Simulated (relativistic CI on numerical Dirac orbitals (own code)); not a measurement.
**Sc2+: 2p photoemission**

Computed with this model: Dirac-Coulomb-Breit CI, separate exchange-only KLI orbitals for each configuration, model QED (radiative potential, 1s self-energy scaled to tabulated hydrogen-like ionisation energies), valence Slater integrals scaled by 0.8, multiplet model of photoemission in the sudden approximation; configurations [Ar] 3d → [He] 2s2 2p5 3s2 3p6 3d; 300 K; Lorentzian 0.5 eV and Gaussian 0.6 eV FWHM. Energies are those of the free ion, without screening or charge transfer. The energies are binding energies and can lie tens of eV above those of solids. S is read from ⟨S²⟩ = S(S + 1).

Field parameters in Wybourne normalisation: D4h B²₀ = −7Ds, B⁴₀ = 21(Dq − Dt), B⁴₄ = 21√(5/14) Dq. The field is a parameter set, without covalency.

Computed curve for free ion, scaled to 100 at the maximum (points under 2 are left out and the grid is thinned):

```tsv
Energy (eV)	Intensity
424.7	2.1
424.9	2.5
425.0	2.7
425.2	3.3
425.4	4.0
425.6	5.1
425.7	5.8
425.9	7.9
426.1	11.6
426.3	18.0
426.4	22.7
426.6	35.2
426.8	51.7
427.0	71.2
427.1	81.1
427.3	96.4
427.5	100.0
427.7	92.7
427.8	87.5
428.0	76.5
428.2	62.5
428.4	45.0
428.5	36.6
428.7	24.0
428.9	17.8
429.1	16.7
429.2	17.0
429.4	17.5
429.6	15.7
429.8	12.0
429.9	10.1
430.1	7.4
430.3	5.9
430.5	5.5
430.6	5.5
430.8	6.0
431.0	7.3
431.2	10.2
431.3	12.6
431.5	20.8
431.7	34.9
431.9	51.7
432.0	58.3
432.2	61.3
432.4	50.3
432.6	33.8
432.7	26.6
432.9	17.1
433.1	13.7
433.3	14.8
433.4	16.4
433.6	19.5
433.8	19.5
434.0	15.3
434.1	12.6
434.3	7.8
434.5	4.9
434.7	3.3
434.8	2.8
435.0	2.2
```

The ground state has S = 0.50, and the centroid lies at 429.26 eV.
